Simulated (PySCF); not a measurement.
C6H13GaO2, SMILES C=[CH][Ga]([O]CC)[O]CC, GFN2-xTB optimised geometry.

```
22

Ga     0.09    -0.70     0.00
C      2.11    -0.70     0.00
C      2.80    -1.82    -0.01
H      2.60     0.27     0.01
H      3.88    -1.84    -0.01
H      2.30    -2.78    -0.01
O     -0.54    -2.33    -0.01
C     -1.74    -3.05     0.00
C     -2.97    -2.15     0.06
H     -1.78    -3.67    -0.92
H     -1.73    -3.73     0.86
H     -2.97    -1.48    -0.80
H     -3.88    -2.74     0.06
H     -2.93    -1.55     0.97
O     -1.04     0.67     0.00
C     -1.01     2.07     0.00
C      0.40     2.64     0.02
H     -1.54     2.42    -0.89
H     -1.56     2.42     0.89
H      0.94     2.30    -0.86
H      0.37     3.73     0.03
H      0.92     2.29     0.91
```

Density from PBE0/def2-SVP (PySCF) at that geometry.

Minimum of the electron density along straight lines between bonded atoms, close to the bond critical point (lines longer than 1.1 times the sum of covalent radii, or with two minima, are not listed):

| bond | length / Å | ρ at the minimum / e bohr⁻³ | ∇²ρ there / e bohr⁻⁵ | position (fraction from the first atom) |
|---|---|---|---|---|
| Ga1–C2 | 2.022 | 0.106 | 0.12 | 0.47 |
| C2–C3 | 1.319 | 0.346 | -0.94 | 0.50 |
| C2–H4 | 1.086 | 0.277 | -1.03 | 0.63 |
| C3–H5 | 1.082 | 0.281 | -1.07 | 0.63 |
| C3–H6 | 1.079 | 0.285 | -1.11 | 0.64 |
| Ga1–O7 | 1.747 | 0.134 | 0.92 | 0.48 |
| O7–C8 | 1.408 | 0.252 | -0.36 | 0.66 |
| C8–C9 | 1.522 | 0.250 | -0.59 | 0.51 |
| C8–H10 | 1.098 | 0.280 | -1.04 | 0.63 |
| C8–H11 | 1.099 | 0.279 | -1.04 | 0.63 |
| C9–H12 | 1.090 | 0.275 | -1.00 | 0.63 |
| C9–H13 | 1.088 | 0.275 | -1.00 | 0.62 |
| C9–H14 | 1.090 | 0.275 | -1.00 | 0.63 |
| Ga1–O15 | 1.768 | 0.128 | 0.86 | 0.48 |
| O15–C16 | 1.405 | 0.254 | -0.35 | 0.66 |
| C16–C17 | 1.523 | 0.249 | -0.59 | 0.50 |
| C16–H18 | 1.098 | 0.280 | -1.05 | 0.63 |
| C16–H19 | 1.098 | 0.280 | -1.05 | 0.63 |
| C17–H20 | 1.091 | 0.274 | -0.99 | 0.62 |
| C17–H21 | 1.087 | 0.275 | -1.01 | 0.62 |
| C17–H22 | 1.091 | 0.274 | -0.99 | 0.62 |
